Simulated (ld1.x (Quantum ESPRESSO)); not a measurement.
**Ga (Z = 31): excitation energies, all-electron against RRKJ**

ld1.x (Quantum ESPRESSO) 7.5 input, shortened:

```
&input
   title='Ga', zed=31., rel=1, dft='PBE', iswitch=3,
   config='[Ar] 3d10 4s2 4p1'
 /
 &inputp
   pseudotype=2, tm=.false., rho0=0.005, lloc=-1, rcloc=1.55,
   nlcc=.true., new_core_ps=.true.
 /
3
4S  1  0   2.00   0.00  1.95  1.95  0.0
4P  2  1   1.00   0.00  2.25  2.25  0.0
3D  3  2  10.00   0.00  0.70  0.70  0.0
 &test
   configts(1)='3d10 4s2 4p1'
 /
```

Energies are relative to the spin-unpolarised reference configuration 3d10 4s2 4p1; without spin polarisation the order of configurations can differ from experiment.

Q: Give the all-electron excitation energy and the error of the potential for: 3d10 4s2 4p0; 3d10 4s1 4p0; 3d10 4s0 4p0; 3d10 4s1 4p1; 3d10 4s2 4p1.3; 3d10 4s1 4p2; 3d9 4s0 4p0.

A:

```json
{"valence configuration": "3d10 4s2 4p0", "charge": "+1", "ΔE all-electron (eV)": "5.688", "error AE − PS (meV)": "-0.8"}
{"valence configuration": "3d10 4s1 4p0", "charge": "+2", "ΔE all-electron (eV)": "26.816", "error AE − PS (meV)": "-9.3"}
{"valence configuration": "3d10 4s0 4p0", "charge": "+3", "ΔE all-electron (eV)": "58.088", "error AE − PS (meV)": "-65"}
{"valence configuration": "3d10 4s1 4p1", "charge": "+1", "ΔE all-electron (eV)": "13.060", "error AE − PS (meV)": "-2.5"}
{"valence configuration": "3d10 4s2 4p1.3", "charge": "-0.3", "ΔE all-electron (eV)": "-0.534", "error AE − PS (meV)": "+0.1"}
{"valence configuration": "3d10 4s1 4p2", "charge": "0", "ΔE all-electron (eV)": "6.538", "error AE − PS (meV)": "-3.2"}
{"valence configuration": "3d9 4s0 4p0", "charge": "+4", "ΔE all-electron (eV)": "121.965", "error AE − PS (meV)": "-145"}
```
